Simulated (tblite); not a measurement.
C4H8BN.
Numbering: `[CH:1]#[C:2][BH:3][N:4]([CH3:5])[CH3:6]` (hydrogens: H7 on C1; H8 on B3; H9, H10, H11 on C5; H12, H13, H14 on C6)

Computed with GFN2-xTB (tblite), gas phase: L-BFGS steps from a force-field or distance-geometry start until the largest atomic force falls under 0.01 eV/Å.

Step 64: E = -455.9342 eV
```
atom  x, y, z in Å  |  force x, y, z in eV/Å
C1      2.7950    1.1728   -0.8900   -0.094  -0.163   0.238
C2      1.9759    0.5980   -0.2144    0.076   0.182  -0.088
B3      0.9042    0.0688    0.7343    0.098   0.058  -0.150
N4     -0.3563   -0.2678    0.2715    0.045   0.066   0.125
C5     -1.4784   -0.5665    1.1254   -0.063  -0.050   0.092
C6     -0.7250   -0.1998   -1.1216    0.036  -0.025  -0.007
H7      3.5550    1.6618   -1.4355   -0.127  -0.104  -0.021
H8      1.1398    0.0148    1.8786    0.012  -0.026   0.119
H9     -1.1719   -0.5833    2.1671    0.088  -0.014   0.032
H10    -1.9145   -1.5383    0.8774    0.018  -0.072  -0.050
H11    -2.2707    0.1831    1.0229    0.044   0.060  -0.090
H12    -1.2391    0.7446   -1.3222   -0.071  -0.019  -0.145
H13     0.1733   -0.2592   -1.7329   -0.051   0.083  -0.046
H14    -1.3879   -1.0294   -1.3829   -0.008   0.025  -0.009
```

Step 65: E = -455.9402 eV
```
atom  x, y, z in Å  |  force x, y, z in eV/Å
C1      2.7994    1.1607   -0.8878   -0.129  -0.114   0.195
C2      1.9681    0.6023   -0.2142    0.112   0.174  -0.061
B3      0.9003    0.0797    0.7404    0.138   0.017  -0.055
N4     -0.3555   -0.2680    0.2768   -0.002   0.067   0.075
C5     -1.4810   -0.5722    1.1259   -0.016  -0.079   0.025
C6     -0.7215   -0.1966   -1.1161   -0.009   0.028  -0.067
H7      3.5465    1.6511   -1.4487   -0.090  -0.114  -0.012
H8      1.1371    0.0278    1.8876   -0.003  -0.015   0.047
H9     -1.1677   -0.5965    2.1660    0.013   0.009   0.019
H10    -1.9108   -1.5488    0.8688    0.020   0.071  -0.012
H11    -2.2661    0.1868    1.0149    0.048  -0.054  -0.014
H12    -1.2364    0.7470   -1.3237   -0.054  -0.009  -0.091
H13     0.1737   -0.2535   -1.7301   -0.003   0.063  -0.043
H14    -1.3868   -1.0204   -1.3822   -0.024  -0.041  -0.005
```

Step 66: E = -455.9438 eV
```
atom  x, y, z in Å  |  force x, y, z in eV/Å
C1      2.8047    1.1553   -0.8823   -0.084  -0.047   0.107
C2      1.9665    0.6114   -0.2075    0.109   0.132  -0.058
B3      0.9026    0.0879    0.7444    0.009  -0.044  -0.025
N4     -0.3524   -0.2655    0.2800   -0.010   0.063   0.005
C5     -1.4816   -0.5755    1.1235    0.065  -0.007   0.006
C6     -0.7218   -0.1958   -1.1132   -0.012   0.054  -0.066
H7      3.5437    1.6401   -1.4575   -0.059  -0.106  -0.004
H8      1.1363    0.0300    1.8907    0.008  -0.006   0.082
H9     -1.1683   -0.6003    2.1628   -0.006   0.001   0.054
H10    -1.9051   -1.5522    0.8605   -0.010   0.064  -0.006
H11    -2.2631    0.1874    1.0090    0.035  -0.098   0.004
H12    -1.2427    0.7442   -1.3212   -0.049   0.013  -0.074
H13     0.1682   -0.2480   -1.7347    0.019   0.051  -0.023
H14    -1.3876   -1.0195   -1.3769   -0.015  -0.069  -0.003
```

Question: Estimate the geometry and energy of step 67. (The exact step hangs on the optimiser's Hessian estimate; all steps are aligned on step 66, rigid shifts and turns removed.)

Answer: E = -455.9465 eV, largest force 0.109 eV/Å
```
atom  x, y, z in Å  |  force x, y, z in eV/Å
C1      2.8092    1.1515   -0.8796   -0.011   0.013   0.012
C2      1.9681    0.6211   -0.2002    0.034   0.054  -0.003
B3      0.9056    0.0950    0.7494   -0.053  -0.050   0.032
N4     -0.3490   -0.2596    0.2830   -0.032   0.028  -0.046
C5     -1.4809   -0.5795    1.1213    0.106   0.022  -0.015
C6     -0.7218   -0.1937   -1.1111   -0.022   0.051  -0.047
H7      3.5426    1.6257   -1.4696   -0.034  -0.088   0.003
H8      1.1339    0.0357    1.8983    0.009  -0.004   0.046
H9     -1.1723   -0.6062    2.1620   -0.007  -0.017   0.049
H10    -1.9002   -1.5555    0.8477    0.000   0.079   0.022
H11    -2.2618    0.1834    1.0057    0.015  -0.100   0.010
H12    -1.2481    0.7427   -1.3186   -0.054   0.040  -0.068
H13     0.1626   -0.2423   -1.7408    0.037   0.040   0.006
H14    -1.3884   -1.0188   -1.3701    0.010  -0.068  -0.001
```

The energy changes by -0.0027 eV. The first-order estimate −F·Δx gives -0.0039 eV and the mean of the old and new forces, exact on a quadratic surface, -0.0027 eV. The step makes an angle of 72° with the force vector and moves no atom by more than 0.019 Å.

What follows is the cost of the whole relaxation. Time: 0.85 s of wall time. Hardware: an Arm Neoverse N1 with one thread, no GPU, shared host with 64 logical CPUs at a one-minute load of 59.
